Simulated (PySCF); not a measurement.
Cu (SMILES [Cu]), doublet; PySCF with WB97M-V/cc-pVTZ.

Here is a job for PySCF.
```python
from pyscf import gto, scf, dft

mol = gto.Mole()
mol.atom = '''
    Cu    0.00000000    0.00000000    0.00000000
'''
mol.basis = 'cc-pvtz'
mol.spin = 1
mol.verbose = 4
mol.build()

mf = dft.UKS(mol)
mf.xc = 'wb97m_v'
mf.kernel()
```

### Question
What does PySCF print? Leave out banner, timings and long lists.

### Answer

```
PySCF version 2.14.0

[INPUT] verbose = 4
[INPUT] num. atoms = 1
[INPUT] num. electrons = 29
[INPUT] charge = 0
[INPUT] spin (= nelec alpha-beta = 2S) = 1
[INPUT] symmetry False subgroup None
[INPUT] Mole.unit = angstrom
[INPUT] Symbol           X                Y                Z      unit          X                Y                Z       unit  Magmom
[INPUT]  1 Cu     0.000000000000   0.000000000000   0.000000000000 AA    0.000000000000   0.000000000000   0.000000000000 Bohr   0.0

nuclear repulsion = 0
number of shells = 9
number of NR pGTOs = 131
number of NR cGTOs = 68
basis = cc-pvtz
ecp = {}

******** <class 'pyscf.dft.uks.UKS'> ********
method = UKS
initial guess = minao
damping factor = 0
level_shift factor = 0
DIIS = <class 'pyscf.scf.diis.CDIIS'>
diis_start_cycle = 1
diis_space = 8
diis_damp = 0
SCF conv_tol = 1e-09
SCF conv_tol_grad = None
SCF max_cycles = 50
direct_scf = True
direct_scf_tol = 1e-13
number electrons alpha = 15  beta = 14
XC library pyscf.dft.libxc version 7.1.2
    S. Lehtola, C. Steigemann, M. J. T. Oliveira, and M. A. L. Marques,  SoftwareX 7, 1–5 (2018)
XC functionals = wb97m_v
    N. Mardirossian and M. Head-Gordon,  J. Chem. Phys. 144, 214110 (2016)
radial grids:
    Treutler-Ahlrichs [JCP 102, 346 (1995); DOI:10.1063/1.469408] (M4) radial grids

becke partition: Becke, JCP 88, 2547 (1988); DOI:10.1063/1.454033
pruning grids: <function nwchem_prune>
grids dens level: 3
symmetrized grids: False
atomic radii adjust function: <function treutler_atomic_radii_adjust>
** Following is NLC and NLC Grids **
NLC functional = wb97m_v
radial grids:
    Treutler-Ahlrichs [JCP 102, 346 (1995); DOI:10.1063/1.469408] (M4) radial grids

becke partition: Becke, JCP 88, 2547 (1988); DOI:10.1063/1.454033
pruning grids: <function nwchem_prune>
grids dens level: 3
symmetrized grids: False
atomic radii adjust function: <function treutler_atomic_radii_adjust>
small_rho_cutoff = 0
Set gradient conv threshold to 3.16228e-05
tot grids = 20640
tot grids = 20640
init E= -1640.00064854253

cycle= 1 E= -1640.21618519841  delta_E= -0.216  |g|= 1.27  |ddm|= 0.74
cycle= 2 E= -1639.74976247956  delta_E= 0.466  |g|= 2.36  |ddm|= 1.08
cycle= 3 E= -1640.43070798788  delta_E= -0.681  |g|= 0.119  |ddm|= 0.739
cycle= 4 E= -1640.43326910376  delta_E= -0.00256  |g|= 0.0225  |ddm|= 0.0643
cycle= 5 E= -1640.43337031184  delta_E= -0.000101  |g|= 0.00292  |ddm|= 0.0241
cycle= 6 E= -1640.43337864482  delta_E= -8.33e-06  |g|= 0.000336  |ddm|= 0.013
cycle= 7 E= -1640.43337869343  delta_E= -4.86e-08  |g|= 2.33e-05  |ddm|= 0.000558
cycle= 8 E= -1640.43337869429  delta_E= -8.6e-10  |g|= 6.11e-06  |ddm|= 0.000148
Extra cycle  E= -1640.43337869433  delta_E= -4.41e-11  |g|= 3.75e-06  |ddm|= 1.64e-05
converged SCF energy = -1640.43337869433  <S^2> = 0.75013639  2S+1 = 2.0001364
```
